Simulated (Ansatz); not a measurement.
Kohn–Sham single points on H7N4Nb, SMILES `[NH]=[Nb]([NH2])([NH2])[NH2]`.

```yaml
crystal:
  periodic: [false, false, false]
  atoms:
    - {symbol: N, position_ang: [-1.892441, -0.033212, 0.308186]}
    - {symbol: Nb, position_ang: [-0.164245, -0.007187, 0.030293]}
    - {symbol: N, position_ang: [0.584220, -1.776020, 0.555989]}
    - {symbol: N, position_ang: [0.629796, 1.443500, 1.139521]}
    - {symbol: N, position_ang: [0.156331, 0.339036, -1.904299]}
    - {symbol: H, position_ang: [-2.887139, -0.047797, 0.468087]}
    - {symbol: H, position_ang: [1.417818, -2.174568, 0.146652]}
    - {symbol: H, position_ang: [0.097735, -2.483896, 1.084446]}
    - {symbol: H, position_ang: [1.578803, 1.426306, 1.486466]}
    - {symbol: H, position_ang: [0.112813, 2.170181, 1.610356]}
    - {symbol: H, position_ang: [-0.542109, 0.295033, -2.630430]}
    - {symbol: H, position_ang: [0.985419, 0.793324, -2.261368]}
basis:
  gaussian: {orbitals: def2-TZVPP}
hamiltonian: {xc: pbe0, dispersion: d4}
output: {orbitals: {seedname: orbitals}}
```

```sh
$ ansatz run in.yaml --threads 2 --pin off --events-out ev --progress --plain --max-ram 22528MiB --backend cuda --devices 0, --max-vram 18GiB
```

Output, abridged:

```
Functional definition: PBE0
1410 factors; their error is unknown
mean field evaluation 1: about -7596.6513 eV, gradient 1.2e2 eV
mean field evaluation 2: about -7485.5446 eV, gradient 2.6e2 eV
mean field evaluation 4: about -7621.9756 eV, gradient 2.9e1 eV
mean field evaluation 8: about -7623.6607 eV, gradient 1.1e-1 eV
mean field evaluation 16: about -7623.7036 eV, gradient 3.5e-4 eV
mean field -7623.70357746 eV, -280.1659389397 hartree, gradient 8.2e-5 eV, S^2 0.000000; 0 other end points of the search recorded, 0 dependent functions left out
reference -7623.70364835 eV, -280.1659415449 hartree; 24, 24 occupied and 254, 254 virtual orbitals, 1410 factors
Total energy: -7623.93782338 eV, -280.1745473187 hartree
```

Run time 2.7 s (2 threads of an AMD EPYC 7R13 on a shared host and a share of an NVIDIA H100 80 GB); peak host memory 0.87 GiB.

With the line `hamiltonian: {xc: r2scan, dispersion: d4}` and forces (abridged; 3.4 s):

```
Functional definition: r2SCAN
mean field evaluation 16: about -7628.8297 eV, gradient 2.6e-4 eV
mean field -7628.82969638 eV, -280.3543203356 hartree, gradient 2.5e-5 eV, S^2 0.000000
Total energy: -7628.90015258 eV, -280.3569095531 hartree
Atom 0 force    -0.406093    -0.006207     0.065270 eV/Å
Atom 1 force     0.277858     0.003986    -0.044500 eV/Å
Atom 2 force     0.047846    -0.075660     0.042679 eV/Å
Atom 3 force     0.044495     0.081698     0.034511 eV/Å
Atom 4 force     0.024578    -0.004315    -0.096087 eV/Å
Atom 5 force    -0.054739    -0.000818     0.008903 eV/Å
Atom 6 force     0.024249    -0.040150    -0.003491 eV/Å
Atom 7 force     0.000954    -0.051222     0.011910 eV/Å
Atom 8 force     0.028799     0.021347     0.030523 eV/Å
Atom 9 force     0.003923     0.035773     0.038486 eV/Å
Atom 10 force    -0.009733     0.015321    -0.049428 eV/Å
Atom 11 force     0.017865     0.020248    -0.038775 eV/Å
Dipole moment:     0.259244     0.003892    -0.041682 e Å
```

The same input with `hamiltonian: {xc: pbe, dispersion: d4}` and forces (abridged; 1.8 s):

```
Functional definition: PBE
mean field evaluation 16: about -7624.7841 eV, gradient 4.6e-4 eV
mean field -7624.78408468 eV, -280.2056468477 hartree, gradient 2.5e-5 eV, S^2 0.000000
Total energy: -7625.05720914 eV, -280.2156839865 hartree
Atom 0 force    -0.432507    -0.006684     0.069463 eV/Å
Atom 1 force     0.484514     0.006990    -0.077580 eV/Å
Atom 2 force    -0.003127     0.103561     0.046815 eV/Å
Atom 3 force    -0.026255    -0.012345    -0.109972 eV/Å
Atom 4 force     0.003203    -0.091447     0.067221 eV/Å
Atom 5 force    -0.360430    -0.005298     0.058041 eV/Å
Atom 6 force     0.281554    -0.155099    -0.131802 eV/Å
Atom 7 force    -0.152766    -0.268045     0.181984 eV/Å
Atom 8 force     0.321302     0.010339     0.131587 eV/Å
Atom 9 force    -0.160995     0.264586     0.179918 eV/Å
Atom 10 force    -0.230025    -0.004680    -0.274437 eV/Å
Atom 11 force     0.275531     0.158122    -0.141237 eV/Å
Dipole moment:     0.247220     0.003699    -0.039741 e Å
```

With the line `hamiltonian: {xc: {name: LC-wPBE}}` (abridged; 2.6 s):

```
Functional definition: LC-wPBE
mean field evaluation 16: about -7627.4965 eV, gradient 5.6e-4 eV
mean field -7627.49651913 eV, -280.3053269754 hartree, gradient 6.4e-5 eV, S^2 0.000000
Total energy: -7627.49651915 eV, -280.3053269759 hartree
```

With the line `hamiltonian: {xc: {name: revPBE}, dispersion: d4}` (abridged; 1.5 s):

```
Functional definition: revPBE
mean field evaluation 16: about -7630.8751 eV, gradient 6.2e-4 eV
mean field -7630.87507795 eV, -280.4294867218 hartree, gradient 8.4e-5 eV, S^2 0.000000
Total energy: -7631.60470009 eV, -280.4562998409 hartree
```

With the line `hamiltonian: {xc: {name: r2SCANh}, dispersion: d4}` (abridged; 3.2 s):

```
Functional definition: r2SCANh
mean field evaluation 16: about -7627.8055 eV, gradient 2.5e-4 eV
mean field -7627.80553686 eV, -280.3166831675 hartree, gradient 6.0e-5 eV, S^2 0.000000
Total energy: -7627.88055726 eV, -280.3194401161 hartree
```
